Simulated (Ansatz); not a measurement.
Stretching the Ge1–F2 bond in BrFGe (SMILES [F][Ge][Br]) (multiplicity 1 held, fragments rigid). Energies count from the point at 1.762 Å.
Geometry at that point (charge 0, multiplicity 1):
```xyz
3

Ge     0.5401    -0.4560     0.8125
F      1.4905    -1.3280    -0.3878
Br    -0.8771     0.7584    -0.6431
```

Signs of static correlation in cc-pVTZ, from Ansatz (an electronic-structure program) runs.

| R (Å) | T1 of restricted CCSD | ⟨S²⟩ of UHF | largest double amplitude of restricted CCSD |
|---|---|---|---|
| 1.410 | 0.012 | 0.000 | 0.064 |
| 1.586 | 0.014 | 0.000 | 0.063 |
| 1.762 | 0.016 | 0.000 | 0.061 |
| 1.938 | 0.018 | 0.000 | 0.057 |
| 2.114 | 0.020 | 0.000 | 0.053 |
| 2.379 | 0.025 | 0.000 | 0.053 |
| 2.643 | ___ | 0.646 | 0.084 |
| 3.083 | ___ | 0.946 | 0.130 |
| 3.524 | 0.081 | 0.999 | 0.225 |
| 4.052 | 0.154 | 1.019 | 0.547 |
| 4.757 | 0.070 | 1.019 | 0.065 |
| 5.638 | 0.348 | 1.019 | 2.389 |

Problem. What belongs in the gaps?

Solution. 
- 2.643, T1 of restricted CCSD: 0.031
- 3.083, T1 of restricted CCSD: 0.048

Doubts at one or more of the structures used: a restricted determinant that unrestricted orbitals would lower (R-CCSD(T)/cc-pVTZ); T1 above 0.05 (R-CCSD(T)/cc-pVTZ, U-CCSD(T)/cc-pVTZ); other coupled-cluster roots lie near (R-CCSD(T)/cc-pVTZ); a spin-contaminated determinant (U-CCSD(T)/cc-pVTZ).
